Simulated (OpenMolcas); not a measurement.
**Cr4+: input and output**

Input:

```
&GATEWAY
Coord
1

Cr 0.0 0.0 0.0
Basis=ANO-R1
Group=XYZ
NoMove
AngMom=0.0 0.0 0.0
AMFI
&SEWARD
* reference wave functions (RASSCF and RASSI steps not shown): 2 electrons in 5 orbitals (3d)
>>> COPY JOB001 $Project.JobIph
&CASPT2
Multistate=10 1 2 3 4 5 6 7 8 9 10
Frozen=2 3
IPEA=0.6
Sig1=0.15
MaxIter=60
WThr=0.0 0.3 0.05
PrWF=0.5
NoMix
>>> COPY JOB002 $Project.JobIph
&CASPT2
Multistate=15 1 2 3 4 5 6 7 8 9 10 11 12 13 14 15
Frozen=2 3
IPEA=0.6
Sig1=0.15
MaxIter=60
WThr=0.0 0.3 0.05
PrWF=0.5
NoMix
```

Launched by
```bash
OMP_NUM_THREADS=1 MOLCAS_MEM=2252 MOLCAS_PROJECT=a pymolcas a.inp > a.log  # once for each step of the input, in one work folder
```

Output, cut to the results:

```
--- CASPT2 ---
Orbital specifications:
      -----------------------

      Symmetry species                           1   2
                                                ag  au
      Frozen orbitals                            2   3
      Inactive orbitals                          1   3
      Active orbitals                            5   0
      Secondary orbitals                        12  10
      Deleted orbitals                           0   0
      Number of basis functions                 20  16
Type of calculation                        MS-CASPT2
      Fock operator                              state-specific
      IPEA shift                                 0.60
      Real shift                                 0.00
      Imaginary shift                            0.00
      Sigma^1 regularizer                        0.15
      The input orbitals will be transformed to quasi-canonical
Reference energy:       -1045.9472169979
      E2 (Non-variational):      -0.1650390186
      Shift correction:           0.0000000202
      E2 (Variational):          -0.1650389985
      Total energy:           -1046.1122559964
      Residual norm:              0.0000003469
      Reference weight:           0.97332
      Contributions to the CASPT2 correlation energy
      Active & Virtual Only:         -0.0022676928
      One Inactive Excited:          -0.0554344913
      Two Inactive Excited:          -0.1073368345
Reference energy:       -1045.9472169979
      E2 (Non-variational):      -0.1659067596
      Shift correction:           0.0000000288
      E2 (Variational):          -0.1659067308
      Total energy:           -1046.1131237287
      Residual norm:              0.0000005328
      Reference weight:           0.97302
      Contributions to the CASPT2 correlation energy
      Active & Virtual Only:         -0.0023551496
      One Inactive Excited:          -0.0559073150
      Two Inactive Excited:          -0.1076442950
::    CASPT2 Root  1     Total energy:  -1046.11225600
::    CASPT2 Root  2     Total energy:  -1046.11312373
::    CASPT2 Root  3     Total energy:  -1046.11292530
::    CASPT2 Root  4     Total energy:  -1046.11288724
::    CASPT2 Root  5     Total energy:  -1046.11326568
::    CASPT2 Root  6     Total energy:  -1046.11283624
::    CASPT2 Root  7     Total energy:  -1046.11364094
::    CASPT2 Root  8     Total energy:  -1046.03865603
::    CASPT2 Root  9     Total energy:  -1046.03865600
::    CASPT2 Root 10     Total energy:  -1046.03865599
::    MS-CASPT2 Root  1     Total energy:  -1046.11417168
::    MS-CASPT2 Root  2     Total energy:  -1046.11370932
::    MS-CASPT2 Root  3     Total energy:  -1046.11342037
::    MS-CASPT2 Root  4     Total energy:  -1046.11308761
::    MS-CASPT2 Root  5     Total energy:  -1046.11269958
::    MS-CASPT2 Root  6     Total energy:  -1046.11219950
::    MS-CASPT2 Root  7     Total energy:  -1046.11171282
::    MS-CASPT2 Root  8     Total energy:  -1046.03864026
::    MS-CASPT2 Root  9     Total energy:  -1046.03863312
::    MS-CASPT2 Root 10     Total energy:  -1046.03862889
--- CASPT2 ---
Orbital specifications:
      -----------------------

      Symmetry species                           1   2
                                                ag  au
      Frozen orbitals                            2   3
      Inactive orbitals                          1   3
      Active orbitals                            5   0
      Secondary orbitals                        12  10
      Deleted orbitals                           0   0
      Number of basis functions                 20  16
Type of calculation                        MS-CASPT2
      Fock operator                              state-specific
      IPEA shift                                 0.60
      Real shift                                 0.00
      Imaginary shift                            0.00
      Sigma^1 regularizer                        0.15
      The input orbitals will be transformed to quasi-canonical
Reference energy:       -1045.8764290187
      E2 (Non-variational):      -0.1772733823
      Shift correction:           0.0000000224
      E2 (Variational):          -0.1772733600
      Total energy:           -1046.0537023786
      Residual norm:              0.0000005545
      Reference weight:           0.97024
      Contributions to the CASPT2 correlation energy
      Active & Virtual Only:         -0.0055718173
      One Inactive Excited:          -0.0567557951
      Two Inactive Excited:          -0.1149457699
Reference energy:       -1045.8764290187
      E2 (Non-variational):      -0.1772886801
      Shift correction:           0.0000000207
      E2 (Variational):          -0.1772886595
      Total energy:           -1046.0537176781
      Residual norm:              0.0000005326
      Reference weight:           0.97024
      Contributions to the CASPT2 correlation energy
      Active & Virtual Only:         -0.0055717812
      One Inactive Excited:          -0.0566679784
      Two Inactive Excited:          -0.1150489205
::    CASPT2 Root  1     Total energy:  -1046.05370238
::    CASPT2 Root  2     Total energy:  -1046.05371768
::    CASPT2 Root  3     Total energy:  -1046.05370973
::    CASPT2 Root  4     Total energy:  -1046.05374557
::    CASPT2 Root  5     Total energy:  -1046.05373897
::    CASPT2 Root  6     Total energy:  -1046.01143974
::    CASPT2 Root  7     Total energy:  -1046.01120888
::    CASPT2 Root  8     Total energy:  -1046.01085206
::    CASPT2 Root  9     Total energy:  -1046.01153644
::    CASPT2 Root 10     Total energy:  -1046.01098874
::    CASPT2 Root 11     Total energy:  -1046.00977795
::    CASPT2 Root 12     Total energy:  -1046.01112253
::    CASPT2 Root 13     Total energy:  -1046.00963825
::    CASPT2 Root 14     Total energy:  -1046.01099879
::    CASPT2 Root 15     Total energy:  -1045.87002527
::    MS-CASPT2 Root  1     Total energy:  -1046.05382183
::    MS-CASPT2 Root  2     Total energy:  -1046.05378585
...
```

Levels above the lowest, from the spin-orbit matrix with the single-state CASPT2 energies, averaged by term, on its diagonal:

| Configuration | Term | J | E (cm-1) | Measured (cm-1) | g | Term weight % |
| --- | --- | --- | --- | --- | --- | --- |
| 3d2 | 3F | 2 | 0.0 | 0.0 | 0.666 | 100 |
| 3d2 | 3F | 3 | 487 | 508 | 1.084 | 100 |
| 3d2 | 3F | 4 | 1108 | 1142 | 1.251 | 100 |
| 3d2 | 1D | 2 | 13610 | 13188 | 1.008 | 98 |
| 3d2 | 3P | 0 | 16630 | 15492 |  | 100 |
| 3d2 | 3P | 1 | 16800 | 15677 | 1.501 | 100 |
| 3d2 | 3P | 2 | 17170 | 16041 | 1.493 | 98 |
| 3d2 | 1G | 4 | 23070 | 22019 | 1.000 | 100 |
| 3d2 | 1S | 0 | 53980 | 51146 |  | 100 |

Against the 8 measured excited levels shown (Sugar and Corliss, J. Phys. Chem. Ref. Data 6, 317 (1977)) the mean absolute deviation is 970 cm-1; the largest miss in energy is 3d2 1S0: computed 53980, measured 51146 cm-1 (+5.5 %), and the largest in proportion 3d2 3P0 (+7.3 %).

Term energies are means over components that CASPT2 splits; among the terms shown or strongly mixed into the levels shown the widest spread is 420 cm-1 (3d2 1G). The basis is small and was not contracted for so high a charge. Computed and measured levels are paired by configuration, term and J; levels that our copy of the source lacks, or whose pairing is in doubt (as where it misses far off the trend of its configuration), stay unpaired and out of the deviations. Only configurations of the active space appear.

The CASPT2 steps took 1.4 s on 1 thread of Intel(R) Xeon(R) 6975P-C (Granite Rapids), with other jobs on the host; the integral step is not counted.

The term weight is that of the spin-free term in the level, not the purity of its configuration.
